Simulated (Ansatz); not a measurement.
Born–Oppenheimer molecular dynamics of a periodic cell of 40 atoms, CF₄ (packed as 8 CF4, density as packed 1.61 g/cm³ with natural masses). It starts from a partly relaxed structure (largest force component 0.27 eV/Å).

All numbers below come from DFT LDA, scalar-relativistic, plane waves, PAW in Ansatz 0.2.0. Settings: accuracy low, cutoff 420 eV, k mesh 1x1x1, fermi-dirac smearing 0.02 eV, no spin polarisation.

```yaml
ensemble: NVT, Langevin thermostat
time_step: 1 fs
steps_asked: 300
set_temperature: 400 K
friction: 0.02 /fs
seed: 787533
```

First frame:

```xyz
40
Lattice="8.9959 0.0000 0.0000 0.0000 8.9959 0.0000 0.0000 0.0000 8.9959" Properties=species:S:1:pos:R:3
C 7.840 3.679 7.492
F 8.952 3.967 8.143
F 6.962 3.141 8.317
F 7.336 4.783 6.975
F 8.111 2.819 6.526
C 3.095 2.817 1.304
F 3.661 3.692 2.112
F 3.796 2.731 0.189
F 3.059 1.636 1.889
F 1.867 3.206 1.025
C 7.772 7.922 4.156
F 8.088 7.219 5.231
F 7.430 9.147 4.511
F 8.804 7.979 3.341
F 6.751 7.342 3.538
C 7.623 4.515 2.405
F 8.475 5.036 3.271
F 6.455 4.338 2.990
F 7.483 5.335 1.379
F 8.084 3.357 1.980
C 5.846 8.235 8.510
F 5.780 8.236 9.826
F 4.824 7.561 8.016
F 5.806 9.476 8.067
F 6.970 7.664 8.126
C 1.904 1.026 6.625
F 1.486 1.475 7.792
F 1.150 -0.001 6.254
F 1.811 1.988 5.717
F 3.164 0.642 6.738
C 2.137 6.686 0.564
F 2.933 7.496 1.232
F 1.242 6.175 1.388
F 1.527 7.363 -0.391
F 2.846 5.710 0.026
C 2.395 5.745 5.385
F 3.102 6.674 5.996
F 1.538 5.214 6.238
F 1.735 6.284 4.377
F 3.201 4.807 4.929
```

Question: What does the run give?

Answer: The run went to its last step.

```json
{"steps done": "300", "time covered": "300 fs", "mean temperature over the second half": "384 K", "spread of the potential energy over the second half": "3.9 meV per atom", "mean potential energy of the second half above the start": "33.0 meV per atom"}
```

A run of 0.3 ps of so small a system gives no equilibrium averages. Limits of this set-up: coarse k mesh, low accuracy level.

Question: What happens to the structure?

Answer: Mean squared displacements from the first frame to the last, about the centre of mass: C 0.22 Å², F 0.50 Å². The details hang on the random start.

Question: How do temperature and energy run in time?

Answer: 
```
time (fs)  T (K)  potential energy less start (eV)
        0    390                             0.000
       10    240                             0.822
       20    284                             0.987
       30    378                             0.899
       40    392                             1.224
       50    429                             1.426
       60    439                             1.262
       70    444                             1.622
       80    470                             1.342
       90    376                             1.498
      100    372                             1.575
      110    409                             1.476
      120    432                             1.226
      130    365                             1.829
      140    404                             1.531
      150    418                             1.343
      160    370                             1.360
      170    381                             1.657
      180    469                             1.478
      190    448                             1.376
      200    344                             1.396
      210    385                             1.241
      220    403                             1.159
      230    365                             1.172
      240    301                             1.372
      250    399                             1.193
      260    366                             1.356
      270    343                             1.149
      280    389                             1.128
      290    368                             1.390
      300    293                             1.710
```

Run time: 9.2 min on 2 threads of Intel(R) Xeon(R) CPU @ 2.60GHz (Ice Lake), on a shared host, peak memory 0.73 GiB.
